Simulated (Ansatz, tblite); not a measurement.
Cost and result up the ladder for Cs₅⁻ (the lowest singlet isomer of a short search) (5 atoms). Total charge -1; singlet. Geometry: PBE0/def2-TZVPD.

```
atom    x (Å)    y (Å)    z (Å)
 Cs1  -4.2388   2.7838  -1.7484
 Cs2   3.8529  -0.4109   0.3471
 Cs3  -1.9239  -1.0626   0.5697
 Cs4   1.2066   3.2053  -1.8452
 Cs5   1.1032  -4.5157   2.6768
```

Ansatz on 4 threads of Arm Neoverse V1 on a shared host; xTB runs through tblite on one thread. Times are rough, summed over both states, and most runs start from the orbitals of an earlier one. No level here is sound enough to serve as a yardstick. The other state is a triplet at its own geometry, which has other bonds, so the gap mixes isomer and spin.

In the def2 sets Cs takes a core potential; there is no spin–orbit coupling. The xTB rows come from tblite. The structure comes from a short search, and lower isomers may exist.

Run but left out: HF/def2-TZVPD, r2SCAN/def2-TZVPD (singlet: restricted singlet, unstable towards broken spin symmetry); B97M-V/def2-TZVPD, B3LYP/def2-TZVPD, r2SCAN0/def2-TZVPD, HSE06/def2-TZVPD, RPA@PBE/def2-TZVPD (singlet: restricted singlet, unstable towards broken spin symmetry at other levels and untested here).

xTB has no spin-polarisation term.

```
          level  functions  wall time
       GFN1-xTB         20    0.004 s
       GFN2-xTB         20    0.007 s
 PBE/def2-TZVPD        160       14 s
PBE0/def2-TZVPD        160       21 s
```

Estimate what each level gives for the triplet − singlet (eV).


```tsv
level	triplet − singlet (eV)	remarks
GFN1-xTB	0.75	–
GFN2-xTB	0.53	–
PBE/def2-TZVPD	0.18	HOMO above zero (triplet)
PBE0/def2-TZVPD	0.13	spin-contaminated (⟨S²⟩ 2.14) (triplet)
```
